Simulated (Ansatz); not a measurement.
CH₇B₂FOSi, SMILES `BBO[SiH](C)F`. Total charge 0; spin multiplicity 1.

```json
{"atom": "B1", "x (Å)": "0.310", "y (Å)": "-2.361", "z (Å)": "1.915"}
{"atom": "B2", "x (Å)": "-0.372", "y (Å)": "-1.451", "z (Å)": "0.692"}
{"atom": "O3", "x (Å)": "0.253", "y (Å)": "-0.400", "z (Å)": "0.097"}
{"atom": "Si4", "x (Å)": "-0.203", "y (Å)": "0.582", "z (Å)": "-1.142"}
{"atom": "C5", "x (Å)": "0.299", "y (Å)": "2.313", "z (Å)": "-0.760"}
{"atom": "F6", "x (Å)": "0.574", "y (Å)": "0.085", "z (Å)": "-2.444"}
{"atom": "H7", "x (Å)": "0.924", "y (Å)": "-3.367", "z (Å)": "1.691"}
{"atom": "H8", "x (Å)": "0.148", "y (Å)": "-2.093", "z (Å)": "3.074"}
{"atom": "H9", "x (Å)": "-1.493", "y (Å)": "-1.736", "z (Å)": "0.316"}
{"atom": "H10", "x (Å)": "-1.651", "y (Å)": "0.407", "z (Å)": "-1.402"}
{"atom": "H11", "x (Å)": "-0.221", "y (Å)": "2.675", "z (Å)": "0.130"}
{"atom": "H12", "x (Å)": "1.374", "y (Å)": "2.369", "z (Å)": "-0.575"}
{"atom": "H13", "x (Å)": "0.058", "y (Å)": "2.978", "z (Å)": "-1.592"}
```

(1) List the harmonic frequencies (cm⁻¹, unscaled) at PBE0-D4/def2-TZVP in Ansatz. (An estimate is asked.)

(2) Is this a minimum?

(3) Give the ideal-gas thermochemistry at 298.15 K and 1 bar (rigid rotor, harmonic oscillator; point group C1, symmetry number 1).

(4) Rotational constants (cm⁻¹)?

Results:

(1) Computed: 43, 78, 104, 145, 217, 241, 283, 310, 338, 481, 640, 706, 751, 775, 847, 852, 913, 924, 945, 973, 1124, 1177, 1286, 1383, 1443, 1444, 2248, 2470, 2571, 2637, 3055, 3142, 3145.

(2) Yes, all 33 modes are real.

(3) Zero-point energy 225.4 kJ/mol; H(298) − E = 252.0 kJ/mol; entropy 391.4 J/(mol·K), of which translation 166.8, rotation 116.2, vibration 108.5; G(298) − E = 135.3 kJ/mol. Modes under 100 cm⁻¹ are hindered rotations or soft bends, so the harmonic entropy is rough.

(4) 0.1889, 0.05007, 0.04323.
